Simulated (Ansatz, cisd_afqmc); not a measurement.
Species: Fe, charge 1, sextet.

Total energies in cc-pwCVTZ-DK, 15 correlated electrons, 5 frozen orbitals. Radicals and triplets start from unrestricted determinants; spin-orbit coupling is neglected. The -DK rows use spin-free X2C, correlate 3s3p of the metal (1s2s2p frozen) and give its partners the cc-pVXZ-DK valence sets. AFQMC/CISD: phaseless, guided by CISD from CCSD amplitudes; bars are statistical, one sigma. Outlying blocks are dropped, and bars are widened where a walk drifts. Over all cases where full CI ran beside it in this data, AFQMC minus full CI had a median of +0.1 mEh and passed +0.4 mEh in a tenth of the cases. Open-shell metal atoms are single determinants, not pure terms.

```
method         program          energy (Eh)  minus CCSDT(Q) (mEh)
----------  ----------  -------------------  --------------------
HF              Ansatz          -1271.11597                580.12
MP2             Ansatz          -1271.69818                 -2.09
CCSD            Ansatz          -1271.68346                 12.63
CCSD(T)         Ansatz          -1271.69621                 -0.11
CCSDT(Q)        Ansatz          -1271.69609                  0.00
AFQMC/CISD  cisd_afqmc  -1271.6951 ± 0.0003             1.0 ± 0.3
```

Ansatz is a quantum-chemistry and plane-wave program.
